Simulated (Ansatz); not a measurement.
CH₇BSSi (`B[SiH2]CS`), 11 atoms. Charge 0, multiplicity 1. All runs use 2 threads of an Arm Neoverse V1 on a shared host. Correlated methods freeze the cores.

(1) How many basis functions does each run have, and how long does it take in Ansatz? RKS ωB97M-V/def2-SVP energy; RKS ωB97M-V/def2-QZVPP energy; RKS revPBE-D4/def2-TZVPP energy; RKS ωB97M-V/def2-TZVPP energy and forces; RKS PBE0-D4/def2-TZVPP energy; RHF-MP2/def2-QZVPP energy; RKS PBE0-D4/def2-TZVP frequencies; RHF-CCSD(T)/def2-TZVPP energy; RKS PBE0-D4/def2-QZVPP energy; RKS PBE0-D4/def2-SVP energy; RHF-CCSD(T)/def2-SVP energy; direct RPA on PBE orbitals/def2-TZVPP energy. (An estimate is asked.)

Answers

(1) Ansatz gave: Other jobs shared the machine, so times are rough.

```json
{"level": "RKS PBE0-D4/def2-SVP", "job": "energy", "functions": "99", "wall time": "1.7 s", "peak host memory (GiB)": "0.2"}
{"level": "RKS revPBE-D4/def2-TZVPP", "job": "energy", "functions": "244", "wall time": "3.9 s", "peak host memory (GiB)": "0.3"}
{"level": "RHF-CCSD(T)/def2-SVP", "job": "energy", "functions": "99", "wall time": "5.5 s", "peak host memory (GiB)": "0.36"}
{"level": "RKS PBE0-D4/def2-TZVPP", "job": "energy", "functions": "244", "wall time": "6 s", "peak host memory (GiB)": "0.56"}
{"level": "RKS ωB97M-V/def2-SVP", "job": "energy", "functions": "99", "wall time": "6.5 s", "peak host memory (GiB)": "0.29"}
{"level": "direct RPA on PBE orbitals/def2-TZVPP", "job": "energy", "functions": "244", "wall time": "9 s", "peak host memory (GiB)": "0.53"}
{"level": "RKS PBE0-D4/def2-QZVPP", "job": "energy", "functions": "464", "wall time": "16 s", "peak host memory (GiB)": "1.4"}
{"level": "RKS ωB97M-V/def2-TZVPP", "job": "energy and forces", "functions": "244", "wall time": "22 s", "peak host memory (GiB)": "0.85"}
{"level": "RHF-MP2/def2-QZVPP", "job": "energy", "functions": "464", "wall time": "37 s", "peak host memory (GiB)": "2.6"}
{"level": "RKS ωB97M-V/def2-QZVPP", "job": "energy", "functions": "464", "wall time": "38 s", "peak host memory (GiB)": "1.8"}
{"level": "RKS PBE0-D4/def2-TZVP", "job": "frequencies", "functions": "178", "wall time": "3.8 min", "peak host memory (GiB)": "0.42"}
{"level": "RHF-CCSD(T)/def2-TZVPP", "job": "energy", "functions": "244", "wall time": "10 min", "peak host memory (GiB)": "1.9"}
```
